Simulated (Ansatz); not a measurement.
C2H7BCl3N, SMILES `C[NH+](C)[B-](Cl)(Cl)Cl`, 14 atoms. Total charge 0; spin multiplicity 1. All runs use 4 threads of an Arm Neoverse V2 on a shared host. Correlated methods freeze the cores.

Q: How many basis functions does each run have, and how long does it take in Ansatz? RKS PBE0-D4/def2-QZVPP energy; RKS CAM-B3LYP-D4/def2-TZVPP energy; RHF-CCSD(T)/def2-SVP energy; RKS ωB97X-V/def2-TZVPP energy; RHF-MP2/def2-QZVPP energy; RKS PBE0-D4/def2-TZVP relaxation (7 steps); direct RPA on PBE orbitals/def2-TZVPP energy; RKS HSE06 (plane-wave form)-D4/def2-TZVPP energy; RKS PBE0-D4/def2-TZVP frequencies; RKS BHLYP-D4/def2-TZVPP energy; RKS PBE0-D4/def2-SVP energy; RKS ωB97M-V/def2-SVP energy. (An estimate is asked.)

A: Ansatz gave: Other jobs shared the machine, so times are rough.

| level | job | functions | wall time | peak host memory (GiB) |
| --- | --- | --- | --- | --- |
| RKS PBE0-D4/def2-SVP | energy | 145 | 2 s | 0.76 |
| RKS BHLYP-D4/def2-TZVPP | energy | 348 | 7 s | 1.6 |
| RKS ωB97M-V/def2-SVP | energy | 145 | 7.5 s | 0.76 |
| RKS HSE06 (plane-wave form)-D4/def2-TZVPP | energy | 348 | 7.5 s | 1.6 |
| RKS CAM-B3LYP-D4/def2-TZVPP | energy | 348 | 8 s | 1.7 |
| direct RPA on PBE orbitals/def2-TZVPP | energy | 348 | 11 s | 1.3 |
| RKS ωB97X-V/def2-TZVPP | energy | 348 | 15 s | 1.8 |
| RHF-CCSD(T)/def2-SVP | energy | 145 | 21 s | 1.1 |
| RKS PBE0-D4/def2-QZVPP | energy | 648 | 21 s | 3.8 |
| RHF-MP2/def2-QZVPP | energy | 648 | 53 s | 7.1 |
| RKS PBE0-D4/def2-TZVP | relaxation (7 steps) | 277 | 54 s | 1.1 |
| RKS PBE0-D4/def2-TZVP | frequencies | 277 | 7.1 min | 1.2 |
